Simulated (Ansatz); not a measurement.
```yaml
crystal:
  periodic: [false, false, false]
  atoms:
    - {symbol: Re, position_ang: [-0.561836, 0.098192, -0.460775]}
    - {symbol: Se, position_ang: [-0.091292, -1.940966, 0.281092]}
    - {symbol: Se, position_ang: [0.653128, 1.842774, 0.179683]}
basis:
  gaussian: {orbitals: def2-mTZVPP}
magnetization: {spin_polarized: true, initial_magnetization: 1}
hamiltonian: {xc: {name: SVWN5}}
output: {forces: true}
```

```sh
$ ansatz run in.yaml --threads 4 --pin off --events-out ev --progress --plain --max-ram 3916MiB
```

Output, abridged:

```
Functional definition: SVWN5
1055 factors; their error is unknown
mean field evaluation 1: about -132638.6951 eV, gradient 2.4e1 eV
mean field evaluation 2: about -132598.8379 eV, gradient 8.1e1 eV
mean field evaluation 4: about -132640.4965 eV, gradient 1.4e1 eV
mean field evaluation 8: about -132641.4810 eV, gradient 1.3e0 eV
mean field evaluation 16: about -132641.4743 eV, gradient 4.1e-2 eV
mean field evaluation 32: about -132641.4743 eV, gradient 1.6e-5 eV
mean field evaluation 64: about -132641.4712 eV, gradient 1.2e-4 eV
mean field evaluation 96: about -132641.3467 eV, gradient 1.6e-1 eV
mean field evaluation 128: about -132639.9364 eV, gradient 5.6e0 eV
mean field evaluation 160: about -132639.3403 eV, gradient 2.1e0 eV
mean field evaluation 192: about -132640.1189 eV, gradient 4.0e-1 eV
mean field -132641.50621194 eV, -4874.4854456466 hartree, gradient 1.3e-6 eV, S^2 1.332872; 18 other end points of the search recorded, 0 dependent functions left out
reference -132641.50624243 eV, -4874.4854467673 hartree; 42, 41 occupied and 66, 67 virtual orbitals, 1055 factors
Total energy: -132641.50624243 eV, -4874.4854467673 hartree
Atom 0 at    -0.561836     0.098192    -0.460775 Å, force    -0.111617     0.019247    -0.091493 eV/Å
Atom 1 at    -0.091292    -1.940966     0.281092 Å, force     0.087258     0.150523     0.041409 eV/Å
Atom 2 at     0.653128     1.842774     0.179683 Å, force     0.024359    -0.169770     0.050084 eV/Å
Dipole moment:    -0.164743     0.029568    -0.106463 e Å
```

It took 9 s on 4 threads of Arm Neoverse V2 on a shared host.

In the def2 sets Re takes a core potential; there is no spin–orbit coupling. The charge 0 doublet is spin-contaminated (final ⟨S²⟩ up to 1.33, 0.75 for a pure state).
